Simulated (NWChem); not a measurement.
System: C3H3N2, doublet; SMILES [c]1cn[nH]c1

NWChem input:

```
start job
memory heap 200 mb stack 900 mb global 1100 mb
geometry units angstroms noautosym nocenter noautoz
  C      1.229155    -0.115785     0.000000
  C      0.522315     1.062894     0.000000
  N     -0.775467     0.666979     0.000000
  N     -0.933309    -0.652656     0.000000
  C      0.296235    -1.161775     0.000000
  H      0.821319     2.108343     0.000000
  H     -1.597821     1.257755     0.000000
  H      0.447543    -2.239692     0.000000
end
basis spherical
  C library def2-svp
  N library def2-svp
  H library def2-svp
end
dft
  odft
  mult 2
  xc b3lyp
  iterations 150
end
cosmo
  do_cosmo_smd true
  solvent methanol
end
task dft energy
```

NWChem printed, in part:

```
             Northwest Computational Chemistry Package (NWChem) 7.3.0
             --------------------------------------------------------

                             Geometry "geometry" -> ""
                             -------------------------

 Output coordinates in angstroms (scale by  1.889725989 to convert to a.u.)

  No.       Tag          Charge          X              Y              Z
 ---- ---------------- ---------- -------------- -------------- --------------
    1 C                    6.0000     1.22915500    -0.11578500     0.00000000
    2 C                    6.0000     0.52231500     1.06289400     0.00000000
    3 N                    7.0000    -0.77546700     0.66697900     0.00000000
    4 N                    7.0000    -0.93330900    -0.65265600     0.00000000
    5 C                    6.0000     0.29623500    -1.16177500     0.00000000
    6 H                    1.0000     0.82131900     2.10834300     0.00000000
    7 H                    1.0000    -1.59782100     1.25775500     0.00000000
    8 H                    1.0000     0.44754300    -2.23969200     0.00000000

 Effective nuclear repulsion energy (a.u.)     155.0670047386

                                 NWChem DFT Module
                                 -----------------

 Summary of "ao basis" -> "ao basis" (spherical)
 ------------------------------------------------------------------------------
       Tag                 Description            Shells   Functions and Types
 ---------------- ------------------------------  ------  ---------------------
 C                          def2-svp                 6       14   3s2p1d
 N                          def2-svp                 6       14   3s2p1d
 H                          def2-svp                 3        5   2s1p

 in cosmo_initialize ...
 calling solv_data for solv:methanol

 solvent parameters
 solvname_short: methanol
 solvname_long:  methanol
 dielec:       32.6130
 dielecinf:     1.7657
 nonaqueous SMD model solvent descriptors
 dielec:       32.6130
 sola:          0.4300
 solb:          0.4700
 solc:          0.0000
 solg:         31.7700
 solh:          0.0000
 soln:          1.3288

          ---------------
          -cosmo- solvent
          ---------------
 Cosmo: York-Karplus, doi: 10.1021/jp992097l
 dielectric constant -eps-     =  32.61
 screen = (eps-1)/(eps    )    =   0.96934
 surface charge correction     = lagrangian

   van der Waals surface
 --------------------------

[...]

                                COSMO-SMD solvation results
                                ---------------------------

             internal energy in gas <Psi(g)|H|Psi(g)> =      -225.336555172125
         internal energy in solvent <Psi(s)|H|Psi(s)> =      -225.334363893706
                               delta internal energy  =         0.002191278419 (    1.38 kcal/mol)
   total free energy in solvent <Psi(s)|H+V/2|Psi(s)> =      -225.348406610028
 polarization energy contribution <Psi(s)|V/2|Psi(s)> =        -0.014042716322 (   -8.81 kcal/mol)
    total free energy in solvent including G(SMD-CDS) =      -225.345661263284
                       G(SMD-CDS) energy contribution =         0.002745346744 (    1.72 kcal/mol)
     1 M fixed-concentration free energy of solvation =        -0.009106091159 (   -5.71 kcal/mol)

                    DFT Final Alpha Molecular Orbital Analysis
                    ------------------------------------------

 Vector   16  Occ=1.000000D+00  E=-2.799054D-01
              MO Center=  5.0D-01, -3.3D-01, -1.1D-09, r^2= 2.6D+00
   Bfn.  Coefficient  Atom+Function         Bfn.  Coefficient  Atom+Function
  ----- ------------  ---------------      ----- ------------  ---------------
     4      0.487191  1 C  px                46     -0.360657  4 N  px
     7      0.319683  1 C  px                49      0.255550  4 N  px
     3      0.220132  1 C  s                 60     -0.199511  5 C  px
    45     -0.173159  4 N  s                 31      0.136834  3 N  s
    16     -0.134597  2 C  s                  2      0.122392  1 C  s

 Vector   17  Occ=1.000000D+00  E=-2.764473D-01
              MO Center=  2.2D-01, -2.0D-01,  3.6D-10, r^2= 2.2D+00
   Bfn.  Coefficient  Atom+Function         Bfn.  Coefficient  Atom+Function
  ----- ------------  ---------------      ----- ------------  ---------------
    34      0.397389  3 N  pz                62      0.353063  5 C  pz
     6      0.343692  1 C  pz                37     -0.314187  3 N  pz
    65      0.234836  5 C  pz                 9      0.233138  1 C  pz
    48     -0.035491  4 N  pz

 Vector   18  Occ=1.000000D+00  E=-2.672045D-01
              MO Center=  8.8D-02,  6.4D-02,  4.0D-11, r^2= 2.3D+00
   Bfn.  Coefficient  Atom+Function         Bfn.  Coefficient  Atom+Function
  ----- ------------  ---------------      ----- ------------  ---------------
    48      0.394018  4 N  pz                20      0.377708  2 C  pz
    51     -0.297839  4 N  pz                 6      0.266342  1 C  pz
    23      0.260774  2 C  pz                 9      0.182058  1 C  pz
    62     -0.161777  5 C  pz                65     -0.130640  5 C  pz
    34     -0.048592  3 N  pz                37      0.026481  3 N  pz

 Vector   19  Occ=0.000000D+00  E= 7.437788D-03
              MO Center= -1.3D-01,  1.6D-01, -7.0D-11, r^2= 2.5D+00
   Bfn.  Coefficient  Atom+Function         Bfn.  Coefficient  Atom+Function
  ----- ------------  ---------------      ----- ------------  ---------------
    23      0.503492  2 C  pz                37     -0.450648  3 N  pz
    51      0.448902  4 N  pz                48     -0.382435  4 N  pz
    20      0.374122  2 C  pz                34      0.371389  3 N  pz
    65     -0.289890  5 C  pz                62     -0.234976  5 C  pz
     9     -0.171550  1 C  pz                 6     -0.116474  1 C  pz

[...]
```

Level: B3LYP/def2-SVP, spin-unrestricted, SMD on the gas-phase geometry. In the optimisation the excess spin sits in a' (Cs, its own frame). Geometry: optimised at PBE0/def2-SVP, spin-unrestricted. No stability test was run on the SCF state. Solvent: methanol.
